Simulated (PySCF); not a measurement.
# Zr(OH)3 at several levels of theory

All levels use the PBE0 minimum (doublet; O–H 0.955 Å (×3), Zr–O 1.925 Å (×3); H–O–Zr 180.0° (×3), O–Zr–O 120.0° (×3)), basis [Zr def2-SVP with ECP28, O def2-SVP, H def2-SVP], scalar-relativistic core potentials, density fitting, no spin–orbit coupling, PySCF. For vertical energies the ionised species is a singlet (spins chosen at PBE0 and kept) and the electron-attached one a singlet. Atomisation goes to high-spin ground-configuration atoms, without zero-point energy. Open shells are unrestricted, also as the reference of the correlated levels. A dash marks a value that was not computed or is not defined at that level.

```tsv
level	atomisation (kJ/mol)	vertical IP (eV)	vertical EA (eV)	−ε(HOMO) (eV)
PBE0	2928	6.36	-0.29	4.32
HF	2031	6.11	-1.41	7.05
MP2	–	6.01	-0.36	–
PBE	?	?	?	?
B3LYP	2941	6.40	-0.13	4.08
r2SCAN	–	6.34	-0.37	3.61
TPSSh	2928	6.19	-0.30	3.74
r2SCAN0	–	6.49	-0.43	4.58
M06-2X	?	?	?	?
```

Task: Fill in the row of PBE.

Result: atomisation (kJ/mol) 3059, vertical IP (eV) 6.20, vertical EA (eV) -0.14, −ε(HOMO) (eV) 3.30.

Task: Fill in the row of M06-2X.

Result: atomisation (kJ/mol) 2913, vertical IP (eV) 6.61, vertical EA (eV) -0.28, −ε(HOMO) (eV) 5.39.

Without diffuse functions attachment energies tend to come out too low.

Other spin states or occupations of the open shell can lie lower.
